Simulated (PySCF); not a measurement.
# Relaxation of quintet CoSBr

Computed with UB3LYP/[Co def2-SVP, S def2-SVP, Br def2-SVP], no relativity, density fitting, PySCF. A (50,194) grid was used.

A hand-made linear start, of C∞v symmetry, held to at least that symmetry:

Coordinates in bohr (charge 0 multiplicity 5):
```
Co    0.0000    0.0000   -1.2750
S     0.0000    0.0000   -4.9978
Br    0.0000    0.0000    2.9769
```

What does it relax to?

It ends at C∞v with Co–Br 2.284 Å, Co–S 2.050 Å; Br–Co–S 180.0° (after a last refinement on a finer grid). A frequency run shows a minimum.

How much energy is released, and in how many steps?

7.0 kJ/mol in 4 steps.

With open d or f shells other occupations or spin states may lie lower.

The relaxation took of the order of 40 core-seconds on a shared host.
